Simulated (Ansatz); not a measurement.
Geometry optimisation, RKS B3LYP/def2-SVP (Ansatz 0.2.0).

The input (input.yaml):

```yaml
crystal:
  periodic: [false, false, false]
  atoms:
    - { symbol: Ge, position_ang: [-0.541483, 0.394393, -0.725479] }
    - { symbol: "N", position_ang: [0.308354, -1.100497, 0.070541] }
    - { symbol: H, position_ang: [-1.257506, 0.061062, -2.061063] }
    - { symbol: H, position_ang: [-1.579601, 0.895681, 0.289983] }
    - { symbol: H, position_ang: [0.561239, 1.430443, -0.993766] }
    - { symbol: H, position_ang: [0.964079, 0.393096, 1.694734] }
    - { symbol: F, position_ang: [0.830082, 1.278812, 1.883176] }
    - { symbol: H, position_ang: [-0.336237, -1.845467, 0.343937] }
    - { symbol: H, position_ang: [1.050973, -1.507523, -0.501962] }
basis:
  gaussian: { orbitals: def2-SVP }
hamiltonian:
  xc: b3lyp
relax:
  f_tol: 0.03
  max_steps: 50
```

Launched with:

```bash
$ ansatz run input.yaml --threads 2 --pin off --max-ram 3072MiB --backend cpu --events-out ev --progress --plain --runs-dir out
```

Task: Where does it end, and by what steps?

Result: The run converged. After 6 steps the energy has fallen by 0.266 eV; F7 moved furthest, 0.42 Å.

```
step  energy less start (eV)  largest force component (eV/Å)  accepted
   0                  0.0000                           1.266       yes
   1                 -0.1148                           1.173       yes
   2                 -0.2374                           0.382       yes
   3                 -0.2567                           0.443       yes
   4                 -0.2651                           0.154       yes
   5                 -0.2659                           0.030       yes
   6                 -0.2660                           0.028       yes
```

```xyz
9
Properties=species:S:1:pos:R:3
Ge -0.576 0.456 -0.761
N 0.335 -0.895 0.187
H -1.220 -0.104 -2.052
H -1.662 0.984 0.185
H 0.475 1.516 -1.113
H 0.848 0.111 1.433
F 0.980 0.897 1.969
H -0.277 -1.652 0.495
H 1.098 -1.315 -0.345
```

Whether the end is a true minimum wasn't checked by a vibrational analysis.

The run took 13 s on 2 threads of Arm Neoverse V2 (shared host), peak memory 0.18 GiB.
